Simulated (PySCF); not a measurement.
Molfile (atoms numbered from 1):
```
CH7NOSi2
     RDKit          3D

 12 11  0  0  0  0  0  0  0  0999 V2000
    2.3462    0.8242    0.3965 C   0  0  0  0  0  0  0  0  0  0  0  0
    1.2729    0.6037   -0.2280 N   0  0  0  0  0  0  0  0  0  0  0  0
    0.5112   -0.9612   -0.4253 Si  0  0  0  0  0  4  0  0  0  0  0  0
   -1.0439   -0.8356    0.1154 O   0  0  0  0  0  0  0  0  0  0  0  0
   -2.3303    0.2183    0.0707 Si  0  0  0  0  0  4  0  0  0  0  0  0
    2.9554    0.0411    0.9001 H   0  0  0  0  0  0  0  0  0  0  0  0
    2.7503    1.8511    0.4783 H   0  0  0  0  0  0  0  0  0  0  0  0
    1.1863   -2.0348    0.3664 H   0  0  0  0  0  0  0  0  0  0  0  0
    0.5344   -1.2776   -1.8811 H   0  0  0  0  0  0  0  0  0  0  0  0
   -3.5418   -0.5259    0.5169 H   0  0  0  0  0  0  0  0  0  0  0  0
   -2.0941    1.3735    0.9851 H   0  0  0  0  0  0  0  0  0  0  0  0
   -2.5446    0.7263   -1.3181 H   0  0  0  0  0  0  0  0  0  0  0  0
  1  2  2  0
  2  3  1  0
  3  4  1  0
  4  5  1  0
  1  6  1  0
  1  7  1  0
  3  8  1  0
  3  9  1  0
  5 10  1  0
  5 11  1  0
  5 12  1  0
M  END
```

Geometry: PBE0-D3(BJ)/def2-SVP; GIAO shifts from PySCF, gas phase, non-relativistic, averaged over equivalent atoms.

At PBE0/cc-pVDZ (113 basis functions, 10 s wall time on 1 thread of an Arm Neoverse V1, shared host):
```csv
atoms,δ (ppm)
C1,166.1
N2,397.0
Si3,-20.7
Si5,-31.8
O4,25.3
H6,8.68
H7,8.57
H8/H9,5.15
H10/H11/H12,5.09
```

Referencing at the same level of theory: 13C (196.75 ppm) and 29Si (418.61 ppm) and 1H (31.29 ppm) vs TMS; 15N (273.12 ppm) against NH3; H2O for 17O (343.34 ppm).

Question: Predict the values at PBE0/aug-cc-pVDZ on the same geometry.

Answer: 
| atoms | δ at PBE0/aug-cc-pVDZ | change |
| --- | --- | --- |
| C1 | 167.4 | +1.3 |
| N2 | 394.9 | -2.1 |
| Si3 | -13.7 | +7.0 |
| Si5 | -30.6 | +1.2 |
| O4 | 21.3 | -4.0 |
| H6 | 9.02 | +0.34 |
| H7 | 8.95 | +0.38 |
| H8/H9 | 5.41 | +0.26 |
| H10/H11/H12 | 5.25 | +0.16 |

Referencing at the same level of theory: TMS for 13C (σref 195.12), 29Si (σref 416.72), 1H (σref 31.39); NH3 for 15N (σref 269.84); 17O (σref 335.91) vs H2O.

The largest change is at Si3 (silicon bonded to N, O, 2 H). Cost: 186 basis functions, 20 s wall time on 1 thread of an Arm Neoverse V1, shared host.

Experimental scales use liquid or dissolved standards, which lie at an offset from isolated NH3 (liquid NH3: subtract about 20 ppm) and H2O (liquid H2O: subtract about 36 ppm). Unscaled 15N shifts of sp2 nitrogen come out 20 to 40 ppm too high even then.
